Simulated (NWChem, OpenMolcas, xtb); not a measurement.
# How methods differ on C2HClFIn (SMILES C#[C][In]([F])[Cl])

C2HClFIn: 6 atoms, total charge 0, spin state singlet. SMILES: `C#[C][In]([F])[Cl]`. Geometry: relaxed at PBE0-D4/def2-TZVP.

Each level gives the HOMO–LUMO gap (eV). The values are calculated.

```json
{"level": "GFN2-xTB", "kind": "semi-empirical", "program": "xtb", "value (eV)": "3.52"}
{"level": "GFN0-xTB", "kind": "semi-empirical", "program": "xtb", "value (eV)": "4.00"}
{"level": "HF/def2-SVP (core potential)", "kind": "Hartree–Fock", "program": "NWChem", "value (eV)": "12.60"}
{"level": "SVWN5/def2-SVP (core potential)", "kind": "LDA", "program": "OpenMolcas", "value (eV)": "4.81"}
{"level": "PBE/def2-SVP (core potential)", "kind": "GGA", "program": "NWChem", "value (eV)": "4.92"}
{"level": "M06-L/def2-SVP (core potential)", "kind": "meta-GGA", "program": "OpenMolcas", "value (eV)": "5.47"}
{"level": "BHLYP/def2-SVP (core potential)", "kind": "global hybrid", "program": "OpenMolcas", "value (eV)": "8.81"}
{"level": "B2PLYP/def2-SVP (core potential)", "kind": "double hybrid", "program": "OpenMolcas", "value (eV)": "9.03"}
```

The values span 3.52 to 12.60 eV. Orbital gaps aren't excitation energies, and those of double hybrids come from the SCF part alone; they tend to grow with the share of exact exchange.
